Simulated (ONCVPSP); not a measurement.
**Transferability test, ONCV potential for silicon (Si)**

* Element: silicon (Si)
* Generator: ONCVPSP 4.0.1
* Type: optimised norm-conserving Vanderbilt (ONCV)
* Functional: LDA (Perdew-Wang 92)
* Relativity: scalar-relativistic
* Frozen core: [Ne]
* Valence charge: 4
* Reference configuration: 3s1 (charge +3)
* Partial waves: 3s: rc 1.60 bohr, ncon 4, nbas 9, qcut 3.2 1/bohr, 2 projectors, debl 3.4 Ha; p scattering state at 0.28 Ha: rc 1.35 bohr, ncon 4, nbas 7, qcut 7 1/bohr, 2 projectors, debl 3.9 Ha
* Local potential: polynomial inside 1.10 bohr (lpopt 3, dvloc0 0 Ha)
* Core correction: none

In the p channel the program set the typed energies aside and used 0.050, 3.950 Ha.

Energies are relative to the spin-unpolarised reference configuration 3s1; without spin polarisation the order of configurations can differ from experiment.

```json
{"valence configuration": "3s2 3p2", "charge": "0", "ΔE all-electron (eV)": "-58.069", "error AE − PS (meV)": "+473"}
{"valence configuration": "3s2 3p1", "charge": "+1", "ΔE all-electron (eV)": "-50.246", "error AE − PS (meV)": "+337"}
{"valence configuration": "3s2", "charge": "+2", "ΔE all-electron (eV)": "-34.139", "error AE − PS (meV)": "+116"}
{"valence configuration": "3s0 3p4", "charge": "0", "ΔE all-electron (eV)": "-44.288", "error AE − PS (meV)": "+563"}
```

Note: no bound ghost flagged; GHOST(+) flagged for s at 118.5 eV.
